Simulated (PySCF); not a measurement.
Molfile (atoms numbered from 1):
```
C7H15OP2
     RDKit          3D

 25 25  0  0  0  0  0  0  0  0999 V2000
    1.5920   -1.7140    0.8604 C   0  0  0  0  0  0  0  0  0  0  0  0
    0.4734   -0.5132    0.1319 P   0  0  0  0  0  0  0  0  0  0  0  0
    1.4094    0.8234   -0.6402 C   0  0  0  0  0  0  0  0  0  0  0  0
    2.2805    1.9232    0.6216 P   0  0  0  0  0  0  0  0  0  0  0  0
   -0.6164   -1.2806   -1.1139 C   0  0  0  0  0  0  0  0  0  0  0  0
   -2.0552   -0.7412   -1.0148 C   0  0  0  0  0  0  0  0  0  0  0  0
   -2.0914    0.7503   -0.7178 C   0  0  0  0  0  0  0  0  0  0  0  0
   -2.4699    1.5582   -1.5208 O   0  0  0  0  0  0  0  0  0  0  0  0
   -1.5927    1.1791    0.6599 C   0  0  0  0  0  0  0  0  0  0  0  0
   -0.6621    0.1808    1.3570 C   0  0  0  0  0  0  0  0  0  0  0  0
    2.2158   -2.1658    0.0745 H   0  0  0  0  0  0  0  0  0  0  0  0
    1.0126   -2.5029    1.3621 H   0  0  0  0  0  0  0  0  0  0  0  0
    2.2405   -1.2203    1.5997 H   0  0  0  0  0  0  0  0  0  0  0  0
    2.0868    0.3786   -1.3873 H   0  0  0  0  0  0  0  0  0  0  0  0
    0.6825    1.4460   -1.1899 H   0  0  0  0  0  0  0  0  0  0  0  0
    2.7702    2.8518   -0.3389 H   0  0  0  0  0  0  0  0  0  0  0  0
    3.4944    1.1759    0.6766 H   0  0  0  0  0  0  0  0  0  0  0  0
   -0.1793   -1.0724   -2.1034 H   0  0  0  0  0  0  0  0  0  0  0  0
   -0.5929   -2.3725   -0.9751 H   0  0  0  0  0  0  0  0  0  0  0  0
   -2.5945   -1.2741   -0.2146 H   0  0  0  0  0  0  0  0  0  0  0  0
   -2.5867   -0.9200   -1.9585 H   0  0  0  0  0  0  0  0  0  0  0  0
   -1.1183    2.1661    0.5515 H   0  0  0  0  0  0  0  0  0  0  0  0
   -2.4841    1.3461    1.2888 H   0  0  0  0  0  0  0  0  0  0  0  0
   -1.2096   -0.6708    1.7935 H   0  0  0  0  0  0  0  0  0  0  0  0
   -0.0913    0.6560    2.1697 H   0  0  0  0  0  0  0  0  0  0  0  0
  1  2  1  0
  2  3  1  0
  3  4  1  0
  2  5  1  0
  5  6  1  0
  6  7  1  0
  7  8  2  0
  7  9  1  0
  9 10  1  0
 10  2  1  0
  1 11  1  0
  1 12  1  0
  1 13  1  0
  3 14  1  0
  3 15  1  0
  4 16  1  0
  4 17  1  0
  5 18  1  0
  5 19  1  0
  6 20  1  0
  6 21  1  0
  9 22  1  0
  9 23  1  0
 10 24  1  0
 10 25  1  0
M  CHG  1   2   1
M  END
```

Geometry: PBE0-D3(BJ)/def2-SVP; GIAO absolute shieldings from PySCF, gas phase, non-relativistic, averaged over equivalent atoms.

At HF/pcSseg-1 (259 basis functions, 79 s wall time on 1 thread of an Arm Neoverse N1, shared host):
```csv
atoms,σ (ppm)
C7,-11.3
C6/C9,161.4
C5/C10,177.3
C1,185.3
C3,187.1
P2,355.7
P4,523.8
O8,-402.9
H16/H17,27.97
H21/H22,29.00
H20/H23,29.03
H18/H25,29.43
H19/H24,29.65
H11/H12/H13,29.96
H14/H15,30.06
```

Q: Estimate the result of repeating the calculation with PBE0/pcSseg-1.

A: 
```tsv
atoms	σ at PBE0/pcSseg-1	change
C7	-18.7	-7.4
C6/C9	150.7	-10.7
C5/C10	164.6	-12.7
C1	176.7	-8.6
C3	174.9	-12.2
P2	310.2	-45.5
P4	498.4	-25.4
O8	-407.9	-5.0
H16/H17	27.52	-0.45
H21/H22	28.64	-0.36
H20/H23	28.41	-0.62
H18/H25	28.72	-0.71
H19/H24	28.94	-0.71
H11/H12/H13	29.54	-0.42
H14/H15	29.27	-0.79
```

The largest change is at P2 (phosphorus bonded to 4 C, in a 6-membered ring). Cost: 259 basis functions, 2.3 min wall time on 1 thread of an Arm Neoverse N1, shared host. The order of the carbon signals changes between the two levels.
